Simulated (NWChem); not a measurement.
Everything below was run with NWChem. System: C2H5S, charge 0, spin multiplicity 2, at a geometry optimised with UPBE/def2-SVP. The structure started from a generated list of species. Its SCF solution wasn't tested for a lower state. Level: UMP2/def2-TZVP, 7 core orbitals frozen.

The NWChem input:

```
start mol
memory heap 200 mb stack 900 mb global 1100 mb
geometry units angstroms nocenter noautoz noautosym
  C      1.440376     0.040460    -0.314420
  S     -0.013803    -0.288651     0.544343
  C     -1.273251     0.387361    -0.580373
  H      2.367970    -0.333212     0.140834
  H      1.476164     0.820060    -1.089909
  H     -1.111328     1.471648    -0.745607
  H     -1.258390    -0.146208    -1.551378
  H     -2.256316     0.239208    -0.094664
end
basis spherical
  * library def2-tzvp
end
scf
  uhf
  nopen 1
  maxiter 100
  thresh 1e-7
  semidirect memsize 60000000 filesize 0
  # guess.movecs holds the orbitals of an unrestricted PBE0 run
  vectors input guess.movecs output mol.movecs
end
mp2
  freeze core 7
end
task mp2 energy
```

Part of the output:

```
             Northwest Computational Chemistry Package (NWChem) 7.3.0
             --------------------------------------------------------

                                NWChem Input Module
                                -------------------

 Scaling coordinates for geometry "geometry" by  1.889725989
 (inverse scale =  0.529177249)

                             Geometry "geometry" -> ""
                             -------------------------

 Output coordinates in angstroms (scale by  1.889725989 to convert to a.u.)

  No.       Tag          Charge          X              Y              Z
 ---- ---------------- ---------- -------------- -------------- --------------
    1 C                    6.0000     1.44037600     0.04046000    -0.31442000
    2 S                   16.0000    -0.01380300    -0.28865100     0.54434300
    3 C                    6.0000    -1.27325100     0.38736100    -0.58037300
    4 H                    1.0000     2.36797000    -0.33321200     0.14083400
    5 H                    1.0000     1.47616400     0.82006000    -1.08990900
    6 H                    1.0000    -1.11132800     1.47164800    -0.74560700
    7 H                    1.0000    -1.25839000    -0.14620800    -1.55137800
    8 H                    1.0000    -2.25631600     0.23920800    -0.09466400

 Effective nuclear repulsion energy (a.u.)     103.1670072453

            Nuclear Dipole moment (a.u.)
            ----------------------------
        X                 Y               Z
 ---------------- ---------------- ----------------
     0.0000037795     0.0000113384     0.0000113384


 Summary of "ao basis" -> "" (spherical)
 ------------------------------------------------------------------------------
       Tag                 Description            Shells   Functions and Types
 ---------------- ------------------------------  ------  ---------------------
 *                         def2-tzvp                  on all atoms

 Summary of "ao basis" -> "ao basis" (spherical)
 ------------------------------------------------------------------------------
       Tag                 Description            Shells   Functions and Types
[...]
  AO/Fock/Back tols     =   1.0D-09  1.0D-09  1.0D-09

 GA uses MA = F    GA memory limited = T

 Available:
  local mem=  1.26D+08
 global mem=  1.44D+08
 local disk=  0.00D+00
  mp2_memr nvloc                   112
  nvloc new                   112
   1 passes of  10:        5242880                      89925                  31516868.
   1 passes of  10: M    126148886           G      144145918           F     120906006.

 Semi-direct pass number   1 of   1  for UHF alpha       at       17.5s
  vrange nnbf                  8269
  mp2_eaftype                   120  avail_ma_in_mb                  1099
 EAF : mp2_eaftype filesize         120   15758434.
  mp2_eaf for mointskh                    120
Node 0 wrote     74.1 Mb in      0.0 s     Agg I/O rate:  1925.1 Mb/s
 Done moints_semi at       28.1s
  mp2_eaftype                   120  avail_ma_in_mb                   979
 EAF : mp2_eaftype filesize         120   15758434.
  mp2_eaf for kh                   120
 Done maket at       28.6s
 Done multipass loop at       28.6s

 GA uses MA = F    GA memory limited = T

 Available:
  local mem=  1.26D+08
 global mem=  1.44D+08
 local disk=  0.00D+00
  mp2_memr nvloc                   113
  nvloc new                   113
   1 passes of   9:        5242880                      84777                  28621064.
   1 passes of   9: M    126148886           G      144145918           F     120906006.

 Semi-direct pass number   1 of   1  for UHF beta        at       28.7s
  vrange nnbf                  8269
  mp2_eaftype                   109  avail_ma_in_mb                  1099
 EAF : mp2_eaftype filesize         109   14310532.
  mp2_eaf for mointskh                    109
Node 0 wrote     67.3 Mb in      0.0 s     Agg I/O rate:  2044.1 Mb/s
 Done moints_semi at       39.6s
  mp2_eaftype                   109  avail_ma_in_mb                   990
 EAF : mp2_eaftype filesize         109   14310532.
  mp2_eaf for kh                   109
 Done maket at       40.0s
 Done multipass loop at       40.0s

          -------------------------------------------
          SCF energy                -476.169481889071
          Correlation energy          -0.487435302138
          Singlet pairs                0.000000000000
          Triplet pairs                0.000000000000
          Total MP2 energy          -476.656917191209
          -------------------------------------------

          ---------------------------------------------------
                    Spin Component Scaled (SCS) MP2
          Same spin pairs                     -0.111499462306
          Same spin scaling factor             0.333333333333
          Opposite spin pairs                 -0.375935839832
          Opposite spin scaling fact.          1.200000000000
          SCS-MP2 correlation energy          -0.488289495234
          Total SCS-MP2 energy              -476.657771384305
          ---------------------------------------------------

 -----------------------
 Performance information
 -----------------------

 Timer overhead =  2.42D-07 seconds/call

               Nr. of calls         CPU time (s)                 Wall time (s)                GFlops
             ---------------    -------------------     ------------------------------   -------------------
Name         Min   Avg   Max    Min     Avg     Max     Min     Avg     Max   Mx/calls   Min     Max     Sum
mp2: moin     2     2     2    22.     22.     22.      22.     22.     22.     11.      0.0     0.0     0.0
mp2: make     2     2     2   0.94    0.94    0.94     0.94    0.94    0.94    0.47      0.0     0.0     0.0
mp2: tota     1     1     1    23.     23.     23.      23.     23.     23.     23.      0.0     0.0     0.0

 The average no. of pstat calls per process was 5.00D+00
 with a timing overhead of 1.21D-06s

 Task  times  cpu:       40.0s     wall:       40.0s

 Total times  cpu:       40.0s     wall:       40.0s
```
